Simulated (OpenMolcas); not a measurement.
A run on Pd3+ with 6 ligands (chloride) in octahedral coordination (Oh) at 2.62 Å. A charge of +0.5 e stands 2.6 Å behind each ligand. Ligand basis ANO-RCC-VDZP.

| Property | Result |
| --- | --- |
| Program | OpenMolcas 26.06 |
| Method | SS-CASPT2, IPEA 0.25 Eh, imaginary shift 0.1 Eh (closed shells correlated: 4s 4p and the ligand valence shells) |
| Basis | ANO-RCC-VTZP [7s6p4d2f1g] |
| Scalar Hamiltonian | DKH2, point nucleus |
| Active space | 7 electrons in 5 orbitals (4d) |
| State averaging | 2S+1 = 4 even, 10 roots; 2S+1 = 2 even, 40 roots |
| Spin-orbit coupling | RASSI with atomic mean-field integrals over the reference wave functions |

First CASPT2 step and the start of its output:

```
&CASPT2
Multistate=10 1 2 3 4 5 6 7 8 9 10
NoMult
Frozen=23 21
IPEA=0.25
Imaginary=0.1
MaxIter=60
WThr=0.0 0.3 0.05
PrWF=0.5
NoMix
```

```
--- CASPT2 ---
Orbital specifications:
      -----------------------

      Symmetry species                           1   2
                                                ag  au
      Frozen orbitals                           23  21
      Inactive orbitals                         13  15
      Active orbitals                            5   0
      Secondary orbitals                        49  50
      Deleted orbitals                           0   0
      Number of basis functions                 90  86
Type of calculation                        SS-CASPT2
      Fock operator                              state-specific
      IPEA shift                                 0.25
      Real shift                                 0.00
      Imaginary shift                            0.10
      The input orbitals will be transformed to quasi-canonical
Reference energy:       -7808.4182543847
      E2 (Non-variational):      -1.5911579045
      Shift correction:          -0.0071497479
      E2 (Variational):          -1.5983076524
      Total energy:           -7810.0165620372
      Residual norm:              0.0000008151
      Reference weight:           0.60725
      Contributions to the CASPT2 correlation energy
      Active & Virtual Only:         -0.1301304845
      One Inactive Excited:          -0.3727035493
      Two Inactive Excited:          -1.0883238707
Reference energy:       -7808.4182543847
      E2 (Non-variational):      -1.5911704958
      Shift correction:          -0.0071374961
      E2 (Variational):          -1.5983079919
      Total energy:           -7810.0165623766
      Residual norm:              0.0000008164
      Reference weight:           0.60723
      Contributions to the CASPT2 correlation energy
      Active & Virtual Only:         -0.1301332357
...
```

Over all roots the printed reference weights run from 0.20 to 0.64, and roots that are degenerate in the reference spread by up to 5400 cm-1.

Did the run give usable levels, and if not, why?

No. The equations converged, but the reference weight falls to 0.20 for at least one root against 0.64 for the best. A drop of that size marks an intruder state, so the energies of such roots and the levels built on them can't be trusted.
